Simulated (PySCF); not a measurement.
From one molecule to another.

First species: C4H5NOS.
InChI=1S/C4H5NOS/c1-6-4-2-5-3-7-4/h2-3H,1H3

Second species: C4H10S2.
Z-matrix (Å and degrees, GFN2-xTB geometry), rows numbered from 1:
```
C 
S   1  1.8144
C   2  1.8237  1  100.46
C   3  1.5187  2  112.92  1    74.18
C   4  1.5173  3  112.81  2    64.25
S   4  1.8381  3  108.92  2  -172.08
H   1  1.0860  2  110.30  3   -69.04
H   1  1.0862  2  109.46  3    53.18
H   1  1.0848  2  106.43  3   172.06
H   3  1.0907  2  107.96  1   -49.10
H   3  1.0907  2  104.96  1  -165.37
H   4  1.0930  3  110.13  2   -59.69
H   5  1.0870  4  110.54  3  -178.97
H   5  1.0889  4  110.43  3    60.64
H   5  1.0883  4  109.68  3   -58.75
H   6  1.3314  4   95.95  3   -67.24
```

Levels: CAM-B3LYP/def2-SVPD for dipole moment, HOMO energy, LUMO energy, HOMO–LUMO gap, static isotropic polarisability and electronic spatial extent ⟨r²⟩ about the centre of nuclear charge; TDDFT CAM-B3LYP/def2-SVPD for lowest singlet excitation; TDA CAM-B3LYP/def2-SVPD for lowest triplet excitation (Tamm–Dancoff); GFN2-xTB for rotational constant A and rotational constant C. Geometries: GFN2-xTB. Each structure is a single optimised conformer of the isolated species, non-relativistic unless stated; the electronic structure was computed with PySCF and density fitting.

Dipoles, sizes and rotational constants follow the conformer. The torsions of the flexible species, by atom-mapped SMILES:
- `[CH3:1][O:2][c:3]1[cH:4][n:5][cH:6][s:7]1`: C1–O2–C3–C4 176°
- `[CH3:1][S:2][CH2:3][C@@H:4]([CH3:5])[SH:6]`: C1–S2–C3–C4 74°, S2–C3–C4–C5 64°, H–S6–C4–C3 -67°

```json
{"property": "dipole moment", "column X": "0.69 D", "column Y": "3.12 D"}
{"property": "HOMO energy", "column X": "-7.80 eV", "column Y": "-7.76 eV"}
{"property": "LUMO energy", "column X": "0.96 eV", "column Y": "0.57 eV"}
{"property": "HOMO–LUMO gap", "column X": "8.76 eV", "column Y": "8.33 eV"}
{"property": "lowest singlet excitation", "column X": "5.51 eV", "column Y": "5.32 eV"}
{"property": "lowest triplet excitation (Tamm–Dancoff)", "column X": "5.08 eV", "column Y": "3.57 eV"}
{"property": "static isotropic polarisability", "column X": "92.4 au", "column Y": "74.2 au"}
{"property": "electronic spatial extent ⟨r²⟩ about the centre of nuclear charge", "column X": "1195 bohr²", "column Y": "824 bohr²"}
{"property": "rotational constant A", "column X": "4.300 GHz", "column Y": "5.014 GHz"}
{"property": "rotational constant C", "column X": "1.018 GHz", "column Y": "1.413 GHz"}
```

(1) Which column belongs to which species?

(2) How does each property change from the first species to the second?

Answers

(1) Column X is the second species and column Y the first. The first has 12 atoms and 60 electrons, the second 16 and 66.

(2) dipole moment -2.43 D; HOMO energy -0.04 eV; LUMO energy +0.39 eV; HOMO–LUMO gap +0.43 eV; lowest singlet excitation +0.19 eV; lowest triplet excitation (Tamm–Dancoff) +1.51 eV; static isotropic polarisability +18.2 au; electronic spatial extent ⟨r²⟩ about the centre of nuclear charge +371 bohr²; rotational constant A -0.714 GHz; rotational constant C -0.395 GHz.

On the first: The dipole matches unit charges of opposite sign 0.65 Å apart (1 e·Å = 4.8032 D). The 8 singlets span 5.32 to 6.93 eV, and their oscillator strengths add up to 0.22.

On the second: The dipole equals about 2.3 × 10⁻³⁰ C·m (1 D = 3.33564 × 10⁻³⁰ C·m). No computed singlet falls in the visible range (750 to 380 nm, 1.65 to 3.26 eV); S1 lies 2.25 eV above its blue end.
